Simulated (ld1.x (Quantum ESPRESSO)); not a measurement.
# What the settings do to the ultrasoft potential of Hf (Z = 72)

Base potential:

| Item | Value |
| --- | --- |
| Element | hafnium (Hf) |
| Generator | ld1.x (Quantum ESPRESSO) 7.5 |
| Type | ultrasoft |
| Functional | PBE |
| Relativity | scalar-relativistic |
| Frozen core | [Xe] 4f14 |
| Valence charge | 4 |
| Reference configuration | 5d2 6s1 6p1 |
| Partial waves | 6s (bound): rcut 2.50, rcutus 3.05 bohr; 6s channel at -0.1 Ry: rcut 2.50, rcutus 3.05 bohr; 6p (bound): rcut 3.30, rcutus 4.45 bohr; 6p channel at 0.2 Ry: rcut 3.30, rcutus 4.45 bohr; 5d (bound): rcut 1.70, rcutus 2.30 bohr; 5d channel at 1.35 Ry: rcut 1.70, rcutus 2.30 bohr |
| Local potential | all-electron potential smoothed inside 1.80 bohr (lloc = -1) |
| Core correction | a·sin(br)/r model core inside 2.30 bohr |
| Augmentation charge | built from norm-conserving waves at rcut, not smoothed further |

All-electron outer shells of the reference configuration (PBE, scalar-relativistic, ld1.x):

```csv
shell,level (eV),outermost node (bohr),outermost maximum (bohr)
5p,-37.04,0.60,1.16
4f,-18.30,–,0.45
6s,-6.00,1.36,2.85
5d,-3.88,0.67,1.67
6p,-2.06,1.65,3.95
```

Cutoffs, loose and tight: the cutoffs (Ry, on a coarse ladder) from which the occupation-weighted sum of valence levels, in a spherical-Bessel basis at the reference potential, stays within 10 and 1 mRy of its value at 400 Ry. They do not see the model core or the augmentation charge, which bear on the density cutoff. Test errors are all-electron minus pseudo excitation energies from the reference, over the configurations 5d2 6s2 6p0; 5d2 6s1 6p0; 5d2 6s0 6p0; 5d1 6s2 6p1; 5d2 6s0 6p1; 5d2 6s0 6p2; 5d1 6s0 6p0. A dash means not determined; rows that change the core or the reference have their own tests. The largest error is taken over the tests solved by every variant that gives reliable tests at all: 5d2 6s0 6p0; 5d2 6s1 6p0; 5d2 6s2 6p0.

A true bound ghost makes a file unfit for plane-wave use even where its test errors are small: the radial tests pick states by their node count and pass the ghost by.

Cutoffs are not given where the Bessel-basis levels miss the radial ones by over 6 mRy, ghosts where they miss by over 20 mRy; a channel whose overlap is not positive is not tested.

A file whose overlap is not positive is unfit for use, and its test errors describe a broken file.

```csv
change,outcome,"cutoff, loose","cutoff, tight",bound ghosts,largest test error (meV)
base,generated,18 Ry,21 Ry,"s, p",-11
"waves 5d (bound): rcut 1.70, rcutus 2.72 bohr; 5d channel at 1.35 Ry: rcut 1.70, rcutus 2.72 bohr","generated, overlap not positive",–,–,"s, p (d not tested, overlap not positive)",test run stopped at test 1 of 7 (negative rho)
"wave 6s channel at -0.1 Ry: rcut 2.50, rcutus 3.05 bohr becomes 6s channel at -0.07 Ry: rcut 2.50, rcutus 3.05 bohr",generated,18 Ry,21 Ry,"s, p",-11
"waves 6s (bound): rcut 2.50, rcutus 4.64 bohr; 6s channel at -0.1 Ry: rcut 2.50, rcutus 4.64 bohr",failed: chargeps: negative rho,–,–,–,–
"all radii but the core radius scaled by about 0.73 (s 2.24, p 3.26, d 1.68 bohr, rcut 1.84/2.42/1.24); local potential all-electron potential smoothed inside 1.32 bohr (lloc = -1)",failed: run_pseudo: Errors in PS-KS equation,–,–,–,–
local potential all-electron potential smoothed inside 4.00 bohr (lloc = -1),generated,18 Ry,21 Ry,none,-11
core correction a·sin(br)/r model core inside 1.64 bohr,generated,18 Ry,21 Ry,"s, p",-27
functional LDA (PZ),generated,18 Ry,21 Ry,"s, p",-18
"augmentation PSQ, radius 1.65 bohr",failed: chargeps: negative rho,–,–,–,–
```

Problem. What comes out with this change to the base: core [Kr] 4d10 4f14 5s2, valence charge 10; reference 5p6 5d3 6s1 6p0; waves now 6s (bound): rcut 2.50, rcutus 3.50 bohr; 6s channel at -0.1 Ry: rcut 2.50, rcutus 3.50 bohr; 5p (bound): rcut 1.80, rcutus 2.15 bohr; 6p (bound): rcut 1.80, rcutus 2.15 bohr; 5d (bound): rcut 2.80, rcutus 3.15 bohr; 5d channel at 1.35 Ry: rcut 2.80, rcutus 3.15 bohr; local potential all-electron potential smoothed inside 1.75 bohr (lloc = -1); core correction a·sin(br)/r model core, default radius (core density twice the valence density)?

Solution. outcome: generated, overlap not positive; bound ghosts: s (p not tested, overlap not positive); largest test error (meV): test run stopped at test 1 of 7 (negative rho). A file whose overlap is not positive is unfit for use, and its test errors describe a broken file.
